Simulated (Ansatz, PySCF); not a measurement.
Sb(Cl)3 cation (Cl₃Sb), SMILES [Cl][Sb]([Cl])[Cl] (connectivity only; charge and spin as stated), charge +1, multiplicity 2. Atoms are numbered in the order given.

```xyz
4

Sb     0.0000     0.0000     0.4066
Cl    -1.8537    -1.0702    -0.4412
Cl     0.0000     2.1405    -0.4412
Cl     1.8537    -1.0702    -0.4412
```
Charge +1, spin multiplicity 2.

Geometry: PBE0-D3(BJ)/def2-SVP. The spin state was assumed, not searched. The isomer is the one that the SMILES or the coordinates give; other isomers of the formula were not compared. The def2 effective core potentials stand for the cores of Sb; spin–orbit coupling is left out.

Two levels are set side by side: PBE-D3(BJ)/def2-SVP (Ansatz, an electronic-structure program) and PBE0-D3(BJ)/def2-SVP (Ansatz). Each level has its own optimised geometry; the coordinates shown are those of the second. Frequencies come from the Hessian of PySCF at each geometry. Differences are taken from unrounded values.

| quantity | PBE0-D3(BJ) |
|---|---|
| mean bond length (Å) | 2.302 |
| bond Sb1–Cl2 (Å) | 2.302 |
| bond Sb1–Cl3 (Å) | 2.302 |
| bond Sb1–Cl4 (Å) | 2.302 |
| highest harmonic wavenumber (cm⁻¹) | 401 |
| mean harmonic wavenumber (cm⁻¹) | 252 |
| zero-point energy (kcal/mol) | 2.17 |

**Question.** What does PBE-D3(BJ) give, and how far is it from PBE0-D3(BJ)? (Estimate from the structure and the level; the computed values follow.)

**Answer.** 
```
quantity                            PBE-D3(BJ)  PBE-D3(BJ) minus PBE0-D3(BJ)
----------------------------------  ----------  ----------------------------
mean bond length (Å)                     2.339                         0.037
bond Sb1–Cl2 (Å)                         2.339                         0.037
bond Sb1–Cl3 (Å)                         2.339                         0.037
bond Sb1–Cl4 (Å)                         2.339                         0.037
highest harmonic wavenumber (cm⁻¹)         364                           -37
mean harmonic wavenumber (cm⁻¹)            231                           -22
zero-point energy (kcal/mol)              1.98                         -0.19
```

GGA bonds tend to be longer and softer than those of functionals with exact exchange. Differences between two approximate levels are no errors against the true value.
